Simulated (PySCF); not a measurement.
Isomers of C6H12OSSi, mass 160.038 u with the commonest isotopes. Method: PBE0/pcSseg-1 in PySCF (dipole) on a GFN2-xTB geometry, gas phase. One conformer each, none proved a minimum here; rigid rotors.

**Question.** Order these by rotational constant C, largest first.
A. `[CH2:1]=[CH:2][SiH2:3][S:4][C:5]([CH3:6])([CH3:7])[CH:8]=[O:9]` with C1–C2–Si3–S4 -127°, C2–Si3–S4–C5 85°, Si3–S4–C5–C6 72°, S4–C5–C8–O9 100°
B. `[OH:1][CH2:2][C@@H:3]1[CH2:4][C@:5]12[CH2:6][C@H:7]2[S:8][SiH3:9]` with H–O1–C2–C3 56°, O1–C2–C3–C4 -86°, C6–C7–S8–Si9 160°
C. `[CH3:1][S:2][C@@H:3]1[CH2:4][C@@H:5]([CH:6]=[O:7])[CH2:8][SiH2:9]1` with C1–S2–C3–C4 -165°, C4–C5–C6–O7 -133°, S2–C3–C4–C5 -80°, C3–C4–C5–C6 -170°, C4–C5–C8–Si9 38°, C5–C8–Si9–C3 -14°
D. `[CH3:1][CH2:2]/[CH:3]=[CH:4]/[Si@H:5]1[O:6][CH2:7][CH2:8][S:9]1` with C1–C2–C3–C4 -120°, C3–C4–Si5–O6 -6°, C4–Si5–O6–C7 137°, Si5–O6–C7–C8 -40°, O6–C7–C8–S9 44°, C7–C8–S9–Si5 -28°
E. `[CH3:1][CH2:2][S:3][C@@H:4]1[CH2:5][Si@@H:6]1[C:7]([CH3:8])=[O:9]` with C1–C2–S3–C4 -78°, C2–S3–C4–C5 -71°, C5–Si6–C7–C8 -26°

**Answer.** A (725.0 MHz), C (579.3 MHz), E (524.8 MHz), D (509.0 MHz), B (479.5 MHz).

**Question.** Order these by rotational constant B, largest first.
A. `[CH2:1]=[CH:2][SiH2:3][S:4][C:5]([CH3:6])([CH3:7])[CH:8]=[O:9]` with C1–C2–Si3–S4 -127°, C2–Si3–S4–C5 85°, Si3–S4–C5–C6 72°, S4–C5–C8–O9 100°
B. `[CH3:1][CH2:2][S:3][C@@H:4]1[CH2:5][Si@@H:6]1[C:7]([CH3:8])=[O:9]` with C1–C2–S3–C4 -78°, C2–S3–C4–C5 -71°, C5–Si6–C7–C8 -26°
C. `[OH:1][CH2:2][C@@H:3]1[CH2:4][C@:5]12[CH2:6][C@H:7]2[S:8][SiH3:9]` with H–O1–C2–C3 56°, O1–C2–C3–C4 -86°, C6–C7–S8–Si9 160°
D. `[CH3:1][S:2][C@@H:3]1[CH2:4][C@@H:5]([CH:6]=[O:7])[CH2:8][SiH2:9]1` with C1–S2–C3–C4 -165°, C4–C5–C6–O7 -133°, S2–C3–C4–C5 -80°, C3–C4–C5–C6 -170°, C4–C5–C8–Si9 38°, C5–C8–Si9–C3 -14°

**Answer.** A (858.1 MHz), D (691.3 MHz), B (586.5 MHz), C (540.1 MHz).

**Question.** Order these by rotational constant A, largest first.
A. `[OH:1][CH2:2][C@@H:3]1[CH2:4][C@:5]12[CH2:6][C@H:7]2[S:8][SiH3:9]` with H–O1–C2–C3 56°, O1–C2–C3–C4 -86°, C6–C7–S8–Si9 160°
B. `[CH3:1][S:2][C@@H:3]1[CH2:4][C@@H:5]([CH:6]=[O:7])[CH2:8][SiH2:9]1` with C1–S2–C3–C4 -165°, C4–C5–C6–O7 -133°, S2–C3–C4–C5 -80°, C3–C4–C5–C6 -170°, C4–C5–C8–Si9 38°, C5–C8–Si9–C3 -14°
C. `[CH3:1][CH2:2][S:3][C@@H:4]1[CH2:5][Si@@H:6]1[C:7]([CH3:8])=[O:9]` with C1–C2–S3–C4 -78°, C2–S3–C4–C5 -71°, C5–Si6–C7–C8 -26°
D. `[CH2:1]=[CH:2][SiH2:3][S:4][C:5]([CH3:6])([CH3:7])[CH:8]=[O:9]` with C1–C2–Si3–S4 -127°, C2–Si3–S4–C5 85°, Si3–S4–C5–C6 72°, S4–C5–C8–O9 100°

**Answer.** C (2536 MHz), A (2440 MHz), B (2103 MHz), D (1821 MHz).

```
                        SMILES  point group  Ia (u·Å²)  Ib (u·Å²)  Ic (u·Å²)      κ  μa (D)  μb (D)  μc (D)
 CS[C@@H]1C[C@@H](C=O)C[SiH2]1           C1     240.35     731.06     872.38  -0.85    2.82    2.36    1.95
          C=C[SiH2]SC(C)(C)C=O           C1     277.59     588.93     697.06  -0.76    0.79    0.20    0.51
     CCS[C@@H]1C[Si@@H]1C(C)=O           C1     199.27     861.66     963.02  -0.94    2.92    0.75    1.89
OC[C@@H]1C[C@]12C[C@H]2S[SiH3]           C1     207.09     935.75    1054.00  -0.94    0.19    0.47    0.21
           CC/C=C/[Si@H]1OCCS1           C1     202.00     925.38     992.88  -0.96    1.14    1.29    0.75
```
